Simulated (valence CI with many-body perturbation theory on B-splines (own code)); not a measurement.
# E1 line list for Te XLVIII

Calculated by valence CI with perturbative core correlation (CI+MBPT): three valence electrons over a frozen Dirac-Fock core [He], a basis of 11 s, 11 p, 9 d, 7 f, 5 g, 2 h, 1 i functions for each j, with the one-electron correlation potential Σ1, the two-electron term Σ2, the three-electron term Σ3, Breit, model QED; selected CI, second order for the rest (own B-spline code, finite nucleus).

No measured spectrum was set against this ion. As an estimate, large intervals hold to a few tenths of a per cent, small ones and those within an open d or f shell to about a per cent.

Lines 201 to 250 of 276 in falling wavelength, among levels below 409.68 Ry, chosen from the strongest by gf and those to the six lowest levels. Wavelengths and rates use the calculated energies. Electric multipoles are in the length gauge, E1 and E2 with the static RPA response of the core. Weak lines are less certain than strong ones. Lines between different terms over intervals too small for the method are left out, as are lines whose strength nearly cancels. The highest levels of a list are the least certain.

Levels are named by their leading jj configuration (3d3/2^4 stands for four electrons in 3d with j = 3/2), which in mixed levels can hold well under half, so a name can repeat and another be missing. Letters in brackets count levels of one name in rising energy.

| λ vac (Å) | Upper | Lower | A (s⁻¹) | S (a.u.) with core polarisation | S without |
| --- | --- | --- | --- | --- | --- |
| 2.513 | (2s 2p3/2 3d3/2) J=3/2 [b] | (2s 2p1/2 2p3/2) J=1/2 | 8.42e+13 | 2.64e-03 | 2.64e-03 |
| 2.513 | (2s 2p3/2 3d3/2) J=5/2 [b] | (2s 2p1/2 2p3/2) J=3/2 [b] | 2.30e+14 | 1.08e-02 | 1.08e-02 |
| 2.512 | (2s 2p3/2 3d3/2) J=3/2 [b] | (2s 2p1/2 2p3/2) J=3/2 [b] | 1.42e+14 | 4.44e-03 | 4.45e-03 |
| 2.511 | (2p1/2 2p3/2 3p1/2) J=3/2 [b] | (2s 2p1/2 2p3/2) J=1/2 | 5.39e+13 | 1.69e-03 | 1.69e-03 |
| 2.511 | (2p1/2 2p3/2 3p1/2) J=3/2 [b] | (2s 2p1/2 2p3/2) J=3/2 [b] | 3.23e+12 | 1.01e-04 | 1.01e-04 |
| 2.511 | (2s 2p3/2 3d3/2) J=1/2 [b] | (2s 2p1/2 2p3/2) J=1/2 | 2.49e+14 | 3.90e-03 | 3.90e-03 |
| 2.510 | (2s 2p3/2 3d3/2) J=1/2 [b] | (2s 2p1/2 2p3/2) J=3/2 [b] | 3.67e+13 | 5.74e-04 | 5.74e-04 |
| 2.508 | (2s 2p3/2 3d3/2) J=5/2 [a] | (2s 2p1/2 2p3/2) J=3/2 [a] | 1.65e+14 | 7.71e-03 | 7.71e-03 |
| 2.508 | (2s 2p3/2 3d5/2) J=5/2 [a] | (2s 2p1/2 2p3/2) J=5/2 | 2.66e+12 | 1.24e-04 | 1.24e-04 |
| 2.507 | (2s 2p3/2 3d3/2) J=3/2 [a] | (2s 2p1/2 2p3/2) J=3/2 [a] | 3.15e+14 | 9.81e-03 | 9.81e-03 |
| 2.506 | (2s 2p3/2 3d3/2) J=1/2 [a] | (2s 2p1/2 2p3/2) J=3/2 [a] | 4.28e+14 | 6.65e-03 | 6.65e-03 |
| 2.505 | (2s^2 3d3/2) J=3/2 | (2s^2 2p1/2) J=1/2 | 2.19e+14 | 6.81e-03 | 6.82e-03 |
| 2.504 | (2p1/2 2p3/2 3p1/2) J=3/2 [a] | (2s 2p1/2 2p3/2) J=5/2 | 5.00e+12 | 1.55e-04 | 1.55e-04 |
| 2.504 | (2s 2p1/2 3d5/2) J=3/2 | (2s 2p1/2^2) J=1/2 | 3.85e+12 | 1.19e-04 | 1.19e-04 |
| 2.503 | (2s 2p3/2 3d5/2) J=7/2 [a] | (2s 2p1/2 2p3/2) J=5/2 | 2.44e+13 | 1.51e-03 | 1.51e-03 |
| 2.501 | (2p1/2^2 3p1/2) J=1/2 | (2s 2p1/2^2) J=1/2 | 1.04e+13 | 1.60e-04 | 1.59e-04 |
| 2.501 | (2s 2p1/2 3p1/2) J=1/2 [b] | (2s^2 2p1/2) J=1/2 | 4.98e+13 | 7.69e-04 | 7.68e-04 |
| 2.501 | (2p1/2 2p3/2 3p1/2) J=5/2 | (2s 2p1/2 2p3/2) J=5/2 | 3.12e+13 | 1.45e-03 | 1.44e-03 |
| 2.500 | (2s 2p3/2 3d5/2) J=5/2 [b] | (2s 2p1/2 2p3/2) J=3/2 [b] | 6.57e+12 | 3.04e-04 | 3.04e-04 |
| 2.498 | (2s 2p3/2 3d5/2) J=3/2 [b] | (2s 2p1/2 2p3/2) J=3/2 [b] | 8.02e+11 | 2.47e-05 | 2.48e-05 |
| 2.496 | (2p1/2^2 3d5/2) J=5/2 | (2s^2 2p3/2) J=3/2 | 4.55e+11 | 2.10e-05 | 2.10e-05 |
| 2.492 | (2p1/2 2p3/2 3p1/2) J=1/2 | (2s 2p1/2 2p3/2) J=3/2 [a] | 1.43e+13 | 2.18e-04 | 2.17e-04 |
| 2.491 | (2s 2p3/2 3d5/2) J=3/2 [a] | (2s 2p1/2 2p3/2) J=3/2 [a] | 1.67e+12 | 5.10e-05 | 5.08e-05 |
| 2.489 | (2p1/2 2p3/2 3p1/2) J=3/2 [a] | (2s 2p1/2 2p3/2) J=3/2 [a] | 1.27e+13 | 3.85e-04 | 3.84e-04 |
| 2.489 | (2s 2p3/2 3d3/2) J=5/2 [b] | (2s 2p1/2 2p3/2) J=5/2 | 4.23e+12 | 1.93e-04 | 1.93e-04 |
| 2.488 | (2s 2p3/2 3d3/2) J=3/2 [b] | (2s 2p1/2 2p3/2) J=5/2 | 6.03e+12 | 1.83e-04 | 1.83e-04 |
| 2.487 | (2p1/2 2p3/2 3p1/2) J=3/2 [b] | (2s 2p1/2 2p3/2) J=5/2 | 7.28e+13 | 2.21e-03 | 2.21e-03 |
| 2.486 | (2p1/2 2p3/2 3p3/2) J=5/2 [a] | (2s 2p1/2 2p3/2) J=3/2 [b] | 4.46e+12 | 2.03e-04 | 2.03e-04 |
| 2.486 | (2s 2p3/2 3p1/2) J=1/2 | (2s^2 2p3/2) J=3/2 | 7.29e+13 | 1.10e-03 | 1.10e-03 |
| 2.485 | (2p1/2 2p3/2 3p1/2) J=5/2 | (2s 2p1/2 2p3/2) J=3/2 [a] | 2.23e+12 | 1.02e-04 | 1.01e-04 |
| 2.485 | (2s 2p3/2 3p1/2) J=3/2 [b] | (2s^2 2p3/2) J=3/2 | 7.11e+13 | 2.16e-03 | 2.15e-03 |
| 2.485 | (2p1/2 2p3/2 3p3/2) J=1/2 [a] | (2s 2p1/2 2p3/2) J=1/2 | 6.89e+13 | 1.04e-03 | 1.04e-03 |
| 2.484 | (2p1/2 2p3/2 3p3/2) J=1/2 [a] | (2s 2p1/2 2p3/2) J=3/2 [b] | 1.43e+13 | 2.16e-04 | 2.16e-04 |
| 2.482 | (2p1/2 2p3/2 3p3/2) J=3/2 [a] | (2s 2p1/2 2p3/2) J=1/2 | 4.08e+13 | 1.23e-03 | 1.23e-03 |
| 2.482 | (2p1/2 2p3/2 3p3/2) J=3/2 [a] | (2s 2p1/2 2p3/2) J=3/2 [b] | 4.40e+13 | 1.33e-03 | 1.33e-03 |
| 2.481 | (2s 2p3/2 3d5/2) J=7/2 [b] | (2s 2p1/2 2p3/2) J=5/2 | 5.86e+12 | 3.53e-04 | 3.53e-04 |
| 2.476 | (2s 2p3/2 3p3/2) J=3/2 [a] | (2s^2 2p3/2) J=3/2 | 7.25e+13 | 2.17e-03 | 2.17e-03 |
| 2.474 | (2s 2p1/2 3p3/2) J=3/2 [a] | (2s^2 2p1/2) J=1/2 | 4.61e+13 | 1.38e-03 | 1.38e-03 |
| 2.474 | (2p1/2 2p3/2 3p3/2) J=3/2 [b] | (2s 2p1/2 2p3/2) J=3/2 [b] | 3.53e+13 | 1.05e-03 | 1.05e-03 |
| 2.473 | (2s 2p3/2 3d3/2) J=5/2 [b] | (2s 2p1/2 2p3/2) J=3/2 [a] | 1.03e+12 | 4.63e-05 | 4.64e-05 |
| 2.473 | (2s 2p3/2 3d3/2) J=3/2 [b] | (2s 2p1/2 2p3/2) J=3/2 [a] | 2.40e+12 | 7.16e-05 | 7.16e-05 |
| 2.471 | (2p1/2 2p3/2 3p1/2) J=3/2 [b] | (2s 2p1/2 2p3/2) J=3/2 [a] | 6.38e+12 | 1.90e-04 | 1.90e-04 |
| 2.470 | (2s 2p3/2 3p3/2) J=1/2 [a] | (2s^2 2p3/2) J=3/2 | 1.33e+14 | 1.97e-03 | 1.97e-03 |
| 2.470 | (2s 2p3/2 3p3/2) J=5/2 [a] | (2s^2 2p3/2) J=3/2 | 9.33e+13 | 4.16e-03 | 4.16e-03 |
| 2.470 | (2p1/2 2p3/2 3p3/2) J=5/2 [b] | (2s 2p1/2 2p3/2) J=3/2 [b] | 5.24e+13 | 2.34e-03 | 2.33e-03 |
| 2.468 | (2s 2p1/2 3p3/2) J=1/2 | (2s^2 2p1/2) J=1/2 | 1.27e+14 | 1.88e-03 | 1.88e-03 |
| 2.463 | (2p1/2 2p3/2 3p3/2) J=1/2 [b] | (2s 2p1/2 2p3/2) J=3/2 [b] | 8.07e+13 | 1.19e-03 | 1.19e-03 |
| 2.463 | (2s 2p1/2 3p3/2) J=3/2 [b] | (2s^2 2p1/2) J=1/2 | 1.05e+14 | 3.11e-03 | 3.10e-03 |
| 2.463 | (2p1/2 2p3/2 3p3/2) J=5/2 [a] | (2s 2p1/2 2p3/2) J=5/2 | 4.06e+12 | 1.80e-04 | 1.80e-04 |
| 2.459 | (2s 2p3/2 3d5/2) J=3/2 [b] | (2s 2p1/2 2p3/2) J=3/2 [a] | 6.24e+11 | 1.83e-05 | 1.83e-05 |
